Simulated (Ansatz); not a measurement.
Ag₂Cl₂⁻. The state is a doublet with charge -1. Geometry r2SCAN-D4/def2-SVPD; atoms count from 1.

Cartesian coordinates in Å:
```
Ag 0.013 0.336 -1.294
Ag -0.015 -0.328 1.296
Cl -0.043 -0.932 3.612
Cl 0.045 0.924 -3.614
```

In the def2 sets Ag takes a core potential; there is no spin–orbit coupling. No other spin state of charge -1 was run. Another isomer (doublet) lies 0.06 eV lower at r2SCAN-D4/def2-TZVPD; other spin states weren't run for this one.

(1) Estimate the Mulliken populations from the PBE0/def2-TZVPD orbitals of Ansatz.

(2) Where does the spin sit?

(3) And the Mayer bond orders between bonded heavy atoms (over 0.3)?

Answers

(1) 
```json
{"atom": "Ag1", "charge (e)": "0.06", "spin (α − β)": "0.47", "d electrons": "9.93"}
{"atom": "Ag2", "charge (e)": "0.06", "spin (α − β)": "0.47", "d electrons": "9.93"}
{"atom": "Cl3", "charge (e)": "-0.56", "spin (α − β)": "0.03", "d electrons": "–"}
{"atom": "Cl4", "charge (e)": "-0.56", "spin (α − β)": "0.03", "d electrons": "–"}
```
Mulliken values and Mayer orders depend strongly on the basis. With diffuse functions, as here, like atoms can get unlike values, and bond orders can come out too low or too high.

(2) Summed by element: Ag 0.94, Cl 0.06, of 1 unpaired in all. Largest on single atoms: Ag2 0.47, Ag1 0.47, Cl4 0.03.

(3) Ag1–Ag2 0.61 (2.67 Å); Ag1–Cl4 0.68 (2.39 Å); Ag2–Cl3 0.68 (2.39 Å).
